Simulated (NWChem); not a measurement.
# ZrH$_{3}$I; SMILES [ZrH3][I]

Computed with NWChem. The geometry was optimised at PBE0/def2-SVP. def2 effective core potentials on Zr, I; no spin-orbit coupling. B3LYP is NWChem's, with the RPA form of VWN correlation. Vertical excitations in the gas phase; the lowest state need not have the same character in each row.

```json
[
 {"level": "PBE/def2-SVPD, full TDDFT", "lowest excitation, singlet (eV)": "3.58", "orbital gap (eV)": "3.58"},
 {"level": "B3LYP/def2-SVPD, full TDDFT", "lowest excitation, singlet (eV)": "3.90", "orbital gap (eV)": "5.16"},
 {"level": "Hartree-Fock/def2-SVPD, TDHF", "lowest excitation, singlet (eV)": "4.93", "orbital gap (eV)": "11.25"}
]
```
